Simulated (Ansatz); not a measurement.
The cluster Se3⁺. Charge 1, multiplicity 2. Geometry r2SCAN-D4/def2-TZVP; atoms count from 1.

```xyz
3

Se   -0.6251    0.1783   -0.0091
Se    0.2189   -0.5148   -1.9003
Se    0.4062    0.3365    1.9094
```

The charge 1 doublet is spin-contaminated (final ⟨S²⟩ up to 1.03, 0.75 for a pure state). Another isomer (doublet) lies 0.85 eV lower at PBE0-D4/def2-TZVP; other spin states weren't run for this one.

(1) Estimate the Mulliken populations from the PBE0/def2-TZVP orbitals of Ansatz.

(2) Where does the spin sit?

(3) And the Mayer bond orders between bonded heavy atoms (over 0.3)?

Answers

(1) 
```
atom  charge (e)  spin (α − β)
 Se1        0.38          0.16
 Se2        0.37          1.17
 Se3        0.25         -0.33
```
Mulliken values and Mayer orders depend strongly on the basis.

(2) Summed by element: Se 1.00, of 1 unpaired in all. Largest on single atoms: Se2 1.17, Se3 -0.33, Se1 0.16.

(3) Se1–Se2 1.58 (2.18 Å); Se1–Se3 1.69 (2.18 Å). Values over 0.3 also appear between atoms too far apart for a bond (Se2–Se3 0.46 at 3.91 Å); they arise where an orbital or an unpaired electron spreads over both atoms.
